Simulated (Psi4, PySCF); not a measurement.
Here is a job for PySCF.
```python
from pyscf import gto, scf, dft

mol = gto.Mole()
mol.atom = '''
    Rb   -0.58730000   -0.48430000   -0.79330000
    F     0.58730000    0.48430000    0.79330000
'''
mol.basis = 'def2-svpd'
mol.ecp = {'Rb': 'def2-svpd'}
mol.spin = 2
mol.verbose = 4
mol.build()

mf = dft.UKS(mol)
mf.xc = 'wb97m_v'
mf.grids.atom_grid = (99, 590)
mf.grids.prune = None
mf.kernel()
```

Q: Write the same job for Psi4.

A: This is not unique; one that fits is 
```
memory 2 GB

molecule mol {
0 3
Rb   -0.587300   -0.484300   -0.793300
F     0.587300    0.484300    0.793300
}

set {
  basis def2-svpd
  reference uks
  scf_type pk
  puream true
  d_convergence 1e-8
  dft_radial_points 99
  dft_spherical_points 590
}

energy('wb97m-v')
print_variables()
```

Both were run: PySCF gave -123.619502 Eh and Psi4 -123.619560 Eh, 0.057 mEh apart.
